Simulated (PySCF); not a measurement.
# Dipole response of Zr (zirconium, neutral)

[Kr] 4d2 5s2, high-spin 3F determinant. All numbers are calculated (PySCF 2.14, the non-relativistic Hamiltonian (point nucleus), in dyall-av2z (22s15p11d2f, 136 functions)). Coupled (time-dependent) response in atomic units; α is the mean over directions. A double-zeta set is small for polarisabilities.

| method | mean α (bohr³) | C₆ (like pair) | S(−4) |
| --- | --- | --- | --- |
| B3LYP | 126.0 | 1749 | 7248 |

S(−4) is the Cauchy moment in α(ω) = α(0) + S(−4) ω² + …

Reference α: 112 ± 13 bohr³ (recommended; Schwerdtfeger and Nagle, table of static dipole polarizabilities (2023 update)). Published C₆: 1360 (Gould and Bucko (2016)).

Spin-orbit coupling is absent.

α(iu) at B3LYP:

| u (hartree) | α(iu) (bohr³) |
| --- | --- |
| 0 | 126.0 |
| 0.0500 | 110.6 |
| 0.100 | 82.31 |
| 0.200 | 43.92 |
| 0.300 | 26.99 |
| 0.500 | 14.05 |
| 0.750 | 8.311 |
| 1.00 | 5.689 |
| 1.50 | 3.243 |
| 2.00 | 2.106 |
| 3.00 | 1.089 |
| 5.00 | 0.4450 |

A non-relativistic calculation at this Z misses sizeable relativistic shifts.
